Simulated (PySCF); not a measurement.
## Polarisability and C₆ of W⁺ (tungsten, charge +1)

[Xe] 4f14 5d4 6s1, high-spin 6D determinant. Calculation: PySCF 2.14, in x2c-TZVPPall with one added diffuse shell each of s, p, d, f type (12s8p8d4f1g, 113 functions); the spin-free X2C one-electron Hamiltonian (Gaussian nucleus). Coupled (time-dependent) response in atomic units; α is the mean over directions.

```tsv
method	mean α (bohr³)	α xx, yy, zz	C₆ (like pair)	S(−4)
PBE	35.23	34.52, 34.52, 36.64	304.0	507.1
```

S(−4) is the Cauchy moment in α(ω) = α(0) + S(−4) ω² + …

Spin-orbit coupling is absent.

α(iu) at PBE:

```csv
u (hartree),α(iu) (bohr³)
0,35.23
0.0500,34.01
0.100,30.95
0.200,23.48
0.300,17.69
0.500,11.19
0.750,7.387
1.00,5.375
1.50,3.299
2.00,2.254
3.00,1.246
5.00,0.5389
```

A single London oscillator, α(iu) = α/(1 + u²/ω²), gives C₆ = (3/4) ω α². Matching the computed C₆ needs ω = 4 × 304.0 / (3 × 35.23²) = 0.327 hartree.

For an ion, C₆ is the dispersion term alone; charge-induced terms of lower order in 1/R come first.

The components differ because the open shell of this determinant is not spherical; for a pure term their mean is the scalar polarisability.

Spin-orbit coupling, absent here, splits the open shell strongly.
